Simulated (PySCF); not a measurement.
CH4Al (calculated)

Computed with PySCF 2.14.0. Calculation on a computer-drawn molecule: vertical ionisation energy to the stated ion spin, frozen-core CCSD(T) at the basis limit and cheaper methods, single-reference cases, UHF for radicals, no spin-orbit; all values are single points at the evaluated structure, the first of each entry, which is the reference or a displaced copy of it and isn't optimised; the reference structure only sets the zero of the energies above reference; triples share is (T) over the correlation energy.

Common to all runs: diffuse functions no; basis cc-pV(n+d)Z; reference is the Hartree-Fock double-zeta minimum; best is HF at quadruple zeta + MP2 correlation extrapolated from triple and quadruple zeta + CCSD(T) minus MP2 at triple zeta; basis step is the size of the change from the same recipe one zeta lower.

(1) 
```xyz
6
formula=CH4Al charge=1 multiplicity=1 ion_multiplicity=2 ionisation_energy_best=17.31 ionisation_energy_basis_step=0.02523 energy_above_reference_best=4.882 energy_above_reference_basis_step=0.2478 ionisation_energy_Koopmans_at_triple_zeta=17.37 ionisation_energy_EOM_CCSD_at_triple_zeta=17.24 total_energy_HF_triple_zeta=-281.8616 total_energy_CCSD(T)_triple_zeta=-282.1340 total_energy_best=-282.1636 T1_diagnostic_at_triple_zeta=0.01058 D1_diagnostic_at_triple_zeta=0.01821 ion_T1_diagnostic_at_triple_zeta=0.02281 ion_D1_diagnostic_at_triple_zeta=0.06897 ion_spin_squared_at_triple_zeta=0.8135 triples_share_at_triple_zeta=0.03285 basis_functions_triple_zeta=125
C     -1.8093     1.6249    -1.2386
Al    -1.1444     3.4001    -0.5305
H     -1.4799     0.8053    -0.5955
H     -2.8678     1.5805    -1.2389
H     -1.3153     1.5059    -2.2758
H     -0.6887     4.7509     0.1351
```

Units: ionisation_energy_best, ionisation_energy_basis_step, ionisation_energy_Koopmans_at_triple_zeta, ionisation_energy_EOM_CCSD_at_triple_zeta in eV; energy_above_reference_best, energy_above_reference_basis_step in kcal/mol; total_energy_HF_triple_zeta, total_energy_CCSD(T)_triple_zeta, total_energy_best in hartree.

Reference structure:
```xyz
6
CH4Al
C     -1.7868     1.6506    -1.2525
Al    -1.2062     3.3312    -0.5319
H     -1.4517     0.8315    -0.6100
H     -2.8784     1.6273    -1.3159
H     -1.3707     1.5084    -2.2538
H     -0.7385     4.6849     0.0488
```

Drawn bonds:
```tsv
atom	other atom	order
1	2	1
1	3	1
1	4	1
1	5	1
2	6	1
```

Triple zeta:
```tsv
method	ionisation energy (eV)	energy above reference (kcal/mol)
HF	16.09	5.1
PBE	16.99	4.223
r2SCAN	16.97	5.094
B3LYP	17.11	4.714
wB97X	17.15	5.44
MP2	17.28	5.14
CCSD	17.13	4.758
CCSD(T)	17.2	4.611
```

(2) 
```xyz
6
formula=CH4Al charge=1 multiplicity=1 ion_multiplicity=2 ionisation_energy_best=17.28 ionisation_energy_basis_step=0.02476 energy_above_reference_best=5.308 energy_above_reference_basis_step=0.2788 ionisation_energy_Koopmans_at_triple_zeta=17.33 ionisation_energy_EOM_CCSD_at_triple_zeta=17.22 total_energy_HF_triple_zeta=-281.8610 total_energy_CCSD(T)_triple_zeta=-282.1334 total_energy_best=-282.1629 T1_diagnostic_at_triple_zeta=0.01064 D1_diagnostic_at_triple_zeta=0.01823 ion_T1_diagnostic_at_triple_zeta=0.02266 ion_D1_diagnostic_at_triple_zeta=0.06797 ion_spin_squared_at_triple_zeta=0.813 triples_share_at_triple_zeta=0.0329 basis_functions_triple_zeta=125
C     -1.8093     1.6249    -1.2386
Al    -1.1405     3.4107    -0.5263
H     -1.4799     0.8053    -0.5955
H     -2.8678     1.5805    -1.2389
H     -1.3153     1.5059    -2.2758
H     -0.6848     4.7615     0.1393
```

Units: ionisation_energy_best, ionisation_energy_basis_step, ionisation_energy_Koopmans_at_triple_zeta, ionisation_energy_EOM_CCSD_at_triple_zeta in eV; energy_above_reference_best, energy_above_reference_basis_step in kcal/mol; total_energy_HF_triple_zeta, total_energy_CCSD(T)_triple_zeta, total_energy_best in hartree.

Reference structure:
```xyz
6
CH4Al
C     -1.7868     1.6506    -1.2525
Al    -1.2062     3.3312    -0.5319
H     -1.4517     0.8315    -0.6100
H     -2.8784     1.6273    -1.3159
H     -1.3707     1.5084    -2.2538
H     -0.7385     4.6849     0.0488
```

Drawn bonds:
```tsv
atom	other atom	order
1	2	1
1	3	1
1	4	1
1	5	1
2	6	1
```

Triple zeta:
```tsv
method	ionisation energy (eV)	energy above reference (kcal/mol)
HF	16.06	5.508
PBE	16.97	4.609
r2SCAN	16.95	5.542
B3LYP	17.08	5.114
wB97X	17.13	5.913
MP2	17.25	5.586
CCSD	17.11	5.165
CCSD(T)	17.17	5.01
```

(3) 
```xyz
6
formula=CH4Al charge=1 multiplicity=1 ion_multiplicity=2 ionisation_energy_best=17.19 ionisation_energy_basis_step=0.02306 energy_above_reference_best=6.937 energy_above_reference_basis_step=0.3826 ionisation_energy_Koopmans_at_triple_zeta=17.21 ionisation_energy_EOM_CCSD_at_triple_zeta=17.13 total_energy_HF_triple_zeta=-281.8585 total_energy_CCSD(T)_triple_zeta=-282.1310 total_energy_best=-282.1603 T1_diagnostic_at_triple_zeta=0.01086 D1_diagnostic_at_triple_zeta=0.01925 ion_T1_diagnostic_at_triple_zeta=0.02221 ion_D1_diagnostic_at_triple_zeta=0.06486 ion_spin_squared_at_triple_zeta=0.8113 triples_share_at_triple_zeta=0.03306 basis_functions_triple_zeta=125
C     -1.8093     1.6249    -1.2386
Al    -1.1274     3.4458    -0.5123
H     -1.4799     0.8053    -0.5955
H     -2.8678     1.5805    -1.2389
H     -1.3153     1.5059    -2.2758
H     -0.6717     4.7966     0.1533
```

Units: ionisation_energy_best, ionisation_energy_basis_step, ionisation_energy_Koopmans_at_triple_zeta, ionisation_energy_EOM_CCSD_at_triple_zeta in eV; energy_above_reference_best, energy_above_reference_basis_step in kcal/mol; total_energy_HF_triple_zeta, total_energy_CCSD(T)_triple_zeta, total_energy_best in hartree.

Reference structure:
```xyz
6
CH4Al
C     -1.7868     1.6506    -1.2525
Al    -1.2062     3.3312    -0.5319
H     -1.4517     0.8315    -0.6100
H     -2.8784     1.6273    -1.3159
H     -1.3707     1.5084    -2.2538
H     -0.7385     4.6849     0.0488
```

Drawn bonds:
```tsv
atom	other atom	order
1	2	1
1	3	1
1	4	1
1	5	1
2	6	1
```

Triple zeta:
```tsv
method	ionisation energy (eV)	energy above reference (kcal/mol)
HF	15.96	7.084
PBE	16.9	6.095
r2SCAN	16.88	7.234
B3LYP	17.01	6.645
wB97X	17.03	7.697
MP2	17.15	7.287
CCSD	17.02	6.732
CCSD(T)	17.08	6.547
```

(4) 
```xyz
6
formula=CH4Al charge=0 multiplicity=2 ion_multiplicity=1 ionisation_energy_best=7.279 ionisation_energy_basis_step=0.01987 energy_above_reference_best=44.13 energy_above_reference_basis_step=0.2463 total_energy_HF_triple_zeta=-282.0287 total_energy_CCSD(T)_triple_zeta=-282.3104 total_energy_best=-282.3427 T1_diagnostic_at_triple_zeta=0.01263 D1_diagnostic_at_triple_zeta=0.03244 spin_squared_at_triple_zeta=0.7553 ion_T1_diagnostic_at_triple_zeta=0.01262 ion_D1_diagnostic_at_triple_zeta=0.02644 triples_share_at_triple_zeta=0.03238 basis_functions_triple_zeta=125 dipole_magnitude_HF_at_triple_zeta=0.4616 dipole_magnitude_CCSD_unrelaxed_at_triple_zeta=0.4603 dipole_magnitude_PBE_at_triple_zeta=0.5899 dipole_magnitude_r2SCAN_at_triple_zeta=0.5635 dipole_magnitude_B3LYP_at_triple_zeta=0.5107 dipole_magnitude_wB97X_at_triple_zeta=0.5296
C     -0.2528     1.4381     0.4204
Al     1.1938     0.0232     0.9218
H     -1.0806     1.1739     0.8798
H     -0.1163     2.3456     1.0832
H     -0.1799     1.6080    -0.4267
H      1.2983    -1.3780     0.1977
```

Units: ionisation_energy_best, ionisation_energy_basis_step in eV; energy_above_reference_best, energy_above_reference_basis_step in kcal/mol; total_energy_HF_triple_zeta, total_energy_CCSD(T)_triple_zeta, total_energy_best in hartree; dipole_magnitude_HF_at_triple_zeta, dipole_magnitude_CCSD_unrelaxed_at_triple_zeta, dipole_magnitude_PBE_at_triple_zeta, dipole_magnitude_r2SCAN_at_triple_zeta, dipole_magnitude_B3LYP_at_triple_zeta, dipole_magnitude_wB97X_at_triple_zeta in debye.

Reference structure:
```xyz
6
CH4Al
C     -0.1721     1.4275     0.5969
Al     1.2482     0.0948     0.9385
H     -1.1488     1.0119     0.8763
H     -0.0379     2.3684     1.1365
H     -0.2218     1.6546    -0.4757
H      1.1427    -1.3156     0.1951
```

Drawn bonds:
```tsv
atom	other atom	order
1	2	1
1	3	1
1	4	1
1	5	1
2	6	1
```

Triple zeta:
```tsv
method	ionisation energy (eV)	energy above reference (kcal/mol)
HF	7.04	44.28
PBE	7.266	45.16
r2SCAN	7.407	44.29
B3LYP	7.339	43.48
wB97X	7.259	44.68
MP2	7.219	44.33
CCSD	7.237	44.41
CCSD(T)	7.241	44.57
```

(5) 
```xyz
6
formula=CH4Al charge=0 multiplicity=2 ion_multiplicity=1
C     -0.2394     1.4218     0.5925
Al     1.2864     0.1445     0.8827
H     -1.0339     1.0184     0.9335
H     -0.0209     2.3933     1.2076
H     -0.2748     1.6737    -0.4789
H      1.1424    -1.1676     0.1755
```

Reference structure:
```xyz
6
CH4Al
C     -0.1721     1.4275     0.5969
Al     1.2482     0.0948     0.9385
H     -1.1488     1.0119     0.8763
H     -0.0379     2.3684     1.1365
H     -0.2218     1.6546    -0.4757
H      1.1427    -1.3156     0.1951
```

Drawn bonds:
```tsv
atom	other atom	order
1	2	1
1	3	1
1	4	1
1	5	1
2	6	1
```

To be estimated
1. What energy above reference basis step does the calculation give for CH4Al (entry 5)?
2. What spin squared at triple zeta does the calculation give for CH4Al (entry 5)?
3. Estimate the total energy HF triple zeta of CH4Al (entry 5).
4. CH4Al (entry 5): ionisation energy basis step?

Calculated values
1. 0.1406 kcal/mol
2. 0.7539
3. -282.0761 hartree
4. 0.01856 eV

Further results for CH4Al (entry 5):

- ionisation energy best: 7.454 eV
- energy above reference best: 14.51 kcal/mol
- total energy CCSD(T) triple zeta: -282.3580 hartree
- total energy best: -282.3899 hartree
- T1 diagnostic at triple zeta: 0.01248
- D1 diagnostic at triple zeta: 0.03329
- ion T1 diagnostic at triple zeta: 0.01234
- ion D1 diagnostic at triple zeta: 0.0279
- triples share at triple zeta: 0.033
- basis functions triple zeta: 125
- dipole magnitude HF at triple zeta: 0.281 debye
- dipole magnitude CCSD unrelaxed at triple zeta: 0.2956 debye
- dipole magnitude PBE at triple zeta: 0.4034 debye
- dipole magnitude r2SCAN at triple zeta: 0.3763 debye
- dipole magnitude B3LYP at triple zeta: 0.3399 debye
- dipole magnitude wB97X at triple zeta: 0.3323 debye

Triple zeta:
```tsv
method	ionisation energy (eV)	energy above reference (kcal/mol)
HF	7.251	14.54
PBE	7.427	15.16
r2SCAN	7.578	14.75
B3LYP	7.512	14.35
wB97X	7.425	14.75
MP2	7.39	14.48
CCSD	7.417	14.61
CCSD(T)	7.419	14.65
```
